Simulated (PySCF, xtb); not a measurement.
2-methyl-1,3,2-dioxaborolane (C3H7BO2), SMILES CB1OCCO1.

GFN2-xTB run with xtb 6.7.1 at its own geometry gives an orbital gap of 6.98 eV and a dipole moment of 1.54 D.

Geometry: PBE0-D3(BJ)/def2-SVP. The values are those of a single conformer.

Task: What does PBE/def2-TZVP (PySCF) give? (Estimate from the structure and the level; the computed values follow.)

Result: gap 6.43 eV (levels -6.38 and 0.06 eV), dipole 1.52 D.
